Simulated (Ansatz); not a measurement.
Harmonic frequencies (cm⁻¹) at PBE0-D4/def2-TZVP from Ansatz: 43, 81, 85, 106, 172, 184, 206, 281, 308, 327, 510, 700, 989, 1108, 1124, 1149, 1272, 1434, 1466, 1470, 1501, 1763, 3042, 3075, 3127, 3136, 3197.

Each molecule was computed in one conformer, which needn't be the lowest.

(1) Which molecule is it?
A. `[CH2][N](C)[In]([Cl])[Cl]`•
B. `C=[CH][GeH][Cl]`•
C. `[SiH3][N][SiH3]`•
D. `C[CH]CF`•

Answers

(1) A.
